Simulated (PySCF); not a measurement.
Members of one series of related molecules.

All values: CAM-B3LYP/def2-SVPD (PySCF) at GFN2-xTB geometries, gas phase, one conformer each. Core orbitals are frozen in the response; Δα² is half the sum of the squared differences of the principal polarisabilities.

Problem. Rank by dipole moment, lowest first.
A. `[CH2:1]=[N:2][CH2:3][SiH2:4][CH:5]=[O:6]` with C1–N2–C3–Si4 113°, N2–C3–Si4–C5 54°, C3–Si4–C5–O6 145°
B. `[O:1]=[CH:2][SiH2:3][CH2:4][O:5][SiH3:6]` with O1–C2–Si3–C4 0°, C2–Si3–C4–O5 180°, Si3–C4–O5–Si6 180°
C. `[CH3:1][CH2:2][CH2:3][SiH2:4][CH:5]=[O:6]` with C1–C2–C3–Si4 -63°, C2–C3–Si4–C5 -170°, C3–Si4–C5–O6 119°
D. `[CH3:1][C:2](=[O:3])[NH:4][CH2:5][SiH2:6][CH:7]=[O:8]` with C1–C2–N4–C5 -179°, C2–N4–C5–Si6 0°, N4–C5–Si6–C7 180°, C5–Si6–C7–O8 1°
E. `[O:1]=[CH:2][SiH2:3][CH2:4][CH2:5][OH:6]` with O1–C2–Si3–C4 -24°, C2–Si3–C4–C5 -42°, Si3–C4–C5–O6 -34°, C4–C5–O6–H 169°

Solution. B (1.36 D), E (1.70 D), C (3.25 D), A (3.98 D), D (5.57 D).

Problem. Rank by polarisability anisotropy Δα, highest first.
A. `[O:1]=[CH:2][SiH2:3][CH2:4][CH2:5][OH:6]` with O1–C2–Si3–C4 -24°, C2–Si3–C4–C5 -42°, Si3–C4–C5–O6 -34°, C4–C5–O6–H 169°
B. `[CH3:1][C:2](=[O:3])[NH:4][CH2:5][SiH2:6][CH:7]=[O:8]` with C1–C2–N4–C5 -179°, C2–N4–C5–Si6 0°, N4–C5–Si6–C7 180°, C5–Si6–C7–O8 1°
C. `[CH2:1]=[N:2][CH2:3][SiH2:4][CH:5]=[O:6]` with C1–N2–C3–Si4 113°, N2–C3–Si4–C5 54°, C3–Si4–C5–O6 145°
D. `[CH3:1][CH2:2][CH2:3][SiH2:4][CH:5]=[O:6]` with C1–C2–C3–Si4 -63°, C2–C3–Si4–C5 -170°, C3–Si4–C5–O6 119°

Solution. B (5.47 Å³), C (4.69 Å³), D (3.70 Å³), A (1.57 Å³).

All values together:

| SMILES | formula | μ (D) | HOMO (eV) | LUMO (eV) | α (Å³) | Δα (Å³) | electrons | α per electron (Å³) |
| --- | --- | --- | --- | --- | --- | --- | --- | --- |
| CCC[SiH2]C=O | C4H10OSi | 3.25 | -8.30 | -0.21 | 11.67 | 3.70 | 56 | 0.208 |
| O=C[SiH2]CCO | C3H8O2Si | 1.70 | -8.16 | -0.01 | 10.42 | 1.57 | 56 | 0.186 |
| CC(=O)NC[SiH2]C=O | C4H9NO2Si | 5.57 | -7.40 | 0.51 | 12.96 | 5.47 | 70 | 0.185 |
| C=NC[SiH2]C=O | C3H7NOSi | 3.98 | -8.27 | -0.35 | 11.08 | 4.69 | 54 | 0.205 |
| O=C[SiH2]CO[SiH3] | C2H8O2Si2 | 1.36 | -8.49 | -0.40 | 12.39 | 3.84 | 64 | 0.194 |

Conformers: `[CH3:1][CH2:2][CH2:3][SiH2:4][CH:5]=[O:6]` with C1–C2–C3–Si4 -63°, C2–C3–Si4–C5 -170°, C3–Si4–C5–O6 119°; `[O:1]=[CH:2][SiH2:3][CH2:4][CH2:5][OH:6]` with O1–C2–Si3–C4 -24°, C2–Si3–C4–C5 -42°, Si3–C4–C5–O6 -34°, C4–C5–O6–H 169°; `[CH3:1][C:2](=[O:3])[NH:4][CH2:5][SiH2:6][CH:7]=[O:8]` with C1–C2–N4–C5 -179°, C2–N4–C5–Si6 0°, N4–C5–Si6–C7 180°, C5–Si6–C7–O8 1°; `[CH2:1]=[N:2][CH2:3][SiH2:4][CH:5]=[O:6]` with C1–N2–C3–Si4 113°, N2–C3–Si4–C5 54°, C3–Si4–C5–O6 145°; `[O:1]=[CH:2][SiH2:3][CH2:4][O:5][SiH3:6]` with O1–C2–Si3–C4 0°, C2–Si3–C4–O5 180°, Si3–C4–O5–Si6 180°.
